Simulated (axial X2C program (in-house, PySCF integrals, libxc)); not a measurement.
## Outer orbitals of TiO at 1.601 Å, PW91

All values were computed with an in-house relativistic program for diatomic molecules. Spin-free means the one-electron spin-free X2C Hamiltonian; two-component (2c) means X2C with spin–orbit coupling and atomic mean-field two-electron Coulomb and Gaunt terms, so the difference of the two also holds small scalar two-electron terms. Basis: Ti dyall-cv3z [10s10p6d4f2g], O dyall-av3z [7s6p3d2f] (cores contracted in-house); Gaussian nuclei, density fitting, unrestricted open shells. Masses: Ti 47.948 u, O 15.995 u.

The distance is close to the 2c PBE0 minimum; the highest filled and lowest empty levels are listed.

Spin-free orbitals, state M_S = 1, Λ = 2 (beyond evenly filled blocks: σα, δ+α) (Löwdin shares):

| symmetry | occupied | ε (eV) | atomic character |
| --- | --- | --- | --- |
| σβ | yes | -21.25 | 68% O s, 12% Ti d, 10% Ti p |
| σα | yes | -21.12 | 68% O s, 12% Ti d, 9% Ti p |
| σα | yes | -7.75 | 64% O p, 27% Ti d, 3% Ti p |
| π-α | yes | -7.74 | 67% O p, 26% Ti d, 2% Ti f |
| π+α | yes | -7.74 | 67% O p, 26% Ti d, 2% Ti f |
| π-β | yes | -7.73 | 71% O p, 22% Ti d, 3% Ti f |
| π+β | yes | -7.73 | 71% O p, 22% Ti d, 3% Ti f |
| σβ | yes | -7.65 | 68% O p, 22% Ti d, 3% Ti p |
| σα | yes | -4.44 | 62% Ti s, 11% O p, 10% Ti d |
| δ+α | yes | -3.81 | 98% Ti d |
| δ-α | no | -3.81 | 98% Ti d |
| σβ | no | -3.08 | 63% Ti s, 10% Ti d, 9% O p |
| π-α | no | -2.61 | 49% Ti d, 36% Ti p, 12% O p |
| π+α | no | -2.61 | 49% Ti d, 36% Ti p, 12% O p |

A filled and an empty partner (Λ and −Λ, same spin) share one energy because the functional has no current term.

Spinors with spin–orbit coupling (state Ω = 1):

| ω | occupied | ε (eV) | atomic character | λ mixture |
| --- | --- | --- | --- | --- |
| 1/2 | yes | -21.25 | 68% O s, 12% Ti d, 10% Ti p | 100% σ |
| -1/2 | yes | -21.12 | 68% O s, 12% Ti d, 9% Ti p | 100% σ |
| 1/2 | yes | -7.75 | 67% O p, 26% Ti d, 2% Ti f | 100% π |
| -1/2 | yes | -7.75 | 64% O p, 26% Ti d, 3% Ti p | 93% σ, 7% π |
| -1/2 | yes | -7.74 | 70% O p, 22% Ti d, 3% Ti f | 93% π, 7% σ |
| -3/2 | yes | -7.73 | 67% O p, 26% Ti d, 2% Ti f | 100% π |
| 3/2 | yes | -7.72 | 71% O p, 22% Ti d, 3% Ti f | 100% π |
| 1/2 | yes | -7.65 | 68% O p, 22% Ti d, 3% Ti p | 100% σ |
| -1/2 | yes | -4.44 | 62% Ti s, 11% O p, 10% Ti d | 100% σ |
| 3/2 | yes | -3.82 | 98% Ti d | 100% δ |
| -5/2 | no | -3.79 | 98% Ti d | 100% δ |
| 1/2 | no | -3.08 | 63% Ti s, 10% Ti d, 9% O p | 100% σ |
| 1/2 | no | -2.62 | 49% Ti d, 36% Ti p, 12% O p | 100% π |
| -3/2 | no | -2.60 | 49% Ti d, 36% Ti p, 12% O p | 100% π |

Mulliken charges and populations of the two-component result (they depend on the basis, above all on diffuse functions):

Ti 0.59 e (s 6.72 p 12.14 d 2.51 f 0.04 g 0.01), O -0.59 e (s 4.01 p 4.54 d 0.04 f 0.01). ⟨Lz⟩ = 2.00 ħ and ⟨Sz⟩ = -1.00 ħ (-1.05 and 0.05 on the two atoms), which add up to Ω.

One determinant describes the state; a PBE0 search over occupations chose it and may have missed a lower one. Density functionals use the spin component along the axis (collinear). PBE0 can misorder states that lie within some tenths of an eV, so this need not be the ground state of the molecule. The nearest other spin-free determinant of the search, M_S = 0, Λ = 2, lies 0.34 eV up at the distance of the search. The functionals have no current-density term, which raises determinants with orbital currents, atoms included. With several unpaired electrons one determinant need not be a pure state.
